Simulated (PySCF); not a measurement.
Precursor series Ti Cl-F. All species are isolated molecules in the gas phase.

The dipole moment from two functionals at the same geometries (TPSS-D3(BJ)/def2-SVP), both in PySCF: PBE-D3(BJ)/def2-TZVP and B3LYP-D3(BJ)/def2-TZVP. B3LYP has the VWN-RPA correlation part, as in Gaussian. 

| species | PBE-D3(BJ)/def2-TZVP (D) | B3LYP-D3(BJ)/def2-TZVP (D) |
|---|---|---|
| 0 of 4 Cl replaced by F ([Ti(Cl)4]) | 0.00 | 0.00 |
| 1 of 4 Cl replaced by F ([Ti(Cl)3(F)]) | 0.19 | 0.28 |
| 2 of 4 Cl replaced by F | 0.18 | 0.30 |
| 3 of 4 Cl replaced by F ([Ti(Cl)(F)3]) | 0.10 | 0.22 |
| 4 of 4 Cl replaced by F ([Ti(F)4]) | 0.00 | 0.01 |

Over these rows, drawn at random from the members with no instability flagged (it was tested for open shells, ions and some series alone), PBE minus B3LYP-D3(BJ): mean -0.07 D, from -0.12 D to 0.00 D.
